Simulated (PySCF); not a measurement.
H$_{5}$OSi$_{2}$ (SMILES [SiH2]O[SiH3]), doublet, geometry from GFN2-xTB. Base run: PySCF with SVWN5/6-311G**.

PySCF was given this input:
```python
from pyscf import gto, scf, dft

mol = gto.Mole()
mol.atom = '''
    Si    1.543794   -0.434223    0.395011
    O    -0.037105   -0.099175    0.235995
    Si   -1.435658    0.415210   -0.393045
    H     1.907439   -1.404017   -0.628423
    H     2.276460    0.823697    0.364532
    H    -1.243224    1.789971   -0.853745
    H    -1.766848   -0.474389   -1.504866
    H    -2.390882    0.324322    0.707005
'''
mol.basis = '6-311g**'
mol.charge = 0
mol.spin = 1
mol.verbose = 4
mol.build()

mf = dft.UKS(mol)
mf.xc = 'lda,vwn'
mf.kernel()
mf.analyze()
```

Each row names what was changed in the base input (with any setting that the change needs).

```tsv
change	ΔE vs base (mEh)	fitting functions	dipole (D)
base	0.000	-	0.59
auxbasis = cc-pvqz-jkfit	-0.015	657	0.59
auxbasis = def2-tzvp-ri	-36.493	377	0.59
auxbasis = even-tempered beta=3.0	-1.167	430	0.59
auxbasis = autoaux	-0.030	662	0.59
auxbasis = def2-universal-jkfit	-0.084	423	0.59
auxbasis = def2-universal-jfit	-0.376	206	0.59
auxbasis = def2-svp-ri	-897.8	242	0.59
auxbasis = default (with mf = mf.density_fit())	-0.035	471	0.59
auxbasis = cc-pvtz-ri	-26.348	475	0.59
```

A fitting set is made for a task (jfit for Coulomb, jkfit for Coulomb and exchange, ri for correlation) and for a family of orbital bases.

Open shells are given as the SCF converged; they aren't shown to be the lowest states, and a large step between rows can be another state.
